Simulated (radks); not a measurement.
Values are calculated unless marked as measured or tabulated.
All-electron atom: Ho in [Xe] 4f11 6s1 7s1 (not the ground configuration). Level of theory: scalar-relativistic Kohn-Sham, LDA (Slater exchange, Perdew-Wang correlation), spin-polarised, spherical densities, point nucleus; open shells are filled with parallel spins first (spin-orbit coupling, left out, can overturn this in heavy ions) (a radial shooting solver on a logarithmic mesh with Libxc functionals).

Unscreened Slater integrals over Kohn-Sham orbitals (hartree). They are taken over the spin-up orbitals.

\begin{tabular}{lr}
integral & value \\ \hline
F0(7s,7s) & 0.094256 \\
F0(7s,6s) & 0.11775 \\
G0(7s,6s) & 0.0062002 \\
F0(7s,4f) & 0.12717 \\
G3(7s,4f) & 0.0015743 \\
F0(7s,5p) & 0.12517 \\
G1(7s,5p) & 0.0030013 \\
F0(6s,6s) & 0.24487 \\
F0(6s,4f) & 0.31957 \\
G3(6s,4f) & 0.011924 \\
F0(6s,5p) & 0.30561 \\
G1(6s,5p) & 0.024130 \\
F0(4f,4f) & 1.1305 \\
F2(4f,4f) & 0.52133 \\
F4(4f,4f) & 0.32418 \\
F6(4f,4f) & 0.23243 \\
F0(4f,5p) & 0.71245 \\
F2(4f,5p) & 0.24277 \\
G2(4f,5p) & 0.13282 \\
G4(4f,5p) & 0.10029 \\
F0(5p,5p) & 0.59505 \\
F2(5p,5p) & 0.31795 \\
\end{tabular}

Derived for the open shells (J is the average intra-shell exchange parameter used in DFT+U). 4f: F4/F2 = 0.622, F6/F2 = 0.446, J = (286 F2 + 195 F4 + 250 F6)/6435 = 0.04202 hartree.
